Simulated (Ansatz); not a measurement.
Reaction (formal exchange of groups at a B–Cl bond): `C=CB(S)Cl` + `F[SiH3]` → `C=CB(S)[SiH2]F` + HCl

Program: Ansatz. Geometries: PBE0-D4/def2-TZVP. ΔE: electronic, gas phase. CCSD(T)/CBS adds triple-zeta CCSD(T) − MP2 to the extrapolated MP2 energy (def2 sets, frozen cores). This one scheme is used for every species. DFT in def2-TZVPP. B3LYP here is the variant with VWN-RPA as its local correlation; programs differ in this. One conformer a species, not always the lowest.

(1) Is it downhill or uphill in electronic energy at CCSD(T)/CBS, and by how much? (An estimate is asked.)

(2) What do these levels give: PBE-D4, r2SCAN-D4, B3LYP-D4, ωB97X-V, ωB97M-V, r2SCAN, B3LYP, HF/def2-TZVPP, CCSD/def2-TZVPP, CCSD(T)/def2-TZVPP, MP2/CBS(def2), CCSD/CBS(def2)? (Best estimate.)

Largest T1 diagnostic among the species: 0.014.

Answers

(1) The calculation gave: Uphill: ΔE = +105.7 kJ/mol.

(2) Computed: PBE-D4 96.2, r2SCAN-D4 106.6, B3LYP-D4 104.5, ωB97X-V 106.8, ωB97M-V 109.9, r2SCAN 107.7, B3LYP 109.0, HF/def2-TZVPP 122.9, CCSD/def2-TZVPP 106.9, CCSD(T)/def2-TZVPP 106.0, MP2/CBS(def2) 115.4, CCSD/CBS(def2) 106.6 kJ/mol.

The D4 term adds −4.5 kJ/mol with B3LYP and −2.9 kJ/mol with PBE0; it sums over pairs of atoms, weighted by their polarisabilities, and B3LYP, whose exchange is more repulsive, gets the larger term. From PBE to PBE0 (25 % exact exchange), in def2-TZVPP and without D4, ΔE moves by +4.3 kJ/mol.
